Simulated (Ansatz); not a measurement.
Species: H₃Ga, SMILES `[GaH3]` (charge 0, multiplicity 1).

**Question.** Give a relaxed geometry from B3LYP-D3(BJ)/def2-TZVP in Ansatz (an electronic-structure program).

**Answer.** the end point of this relaxation (outside a Z-matrix the atoms follow the SMILES, hydrogens last).
Bond lengths (Å): Ga1–H2 1.569, Ga1–H3 1.569, Ga1–H4 1.569. Angles (°): H2–Ga1–H3 120.0, H2–Ga1–H4 120.0, H3–Ga1–H4 120.0.
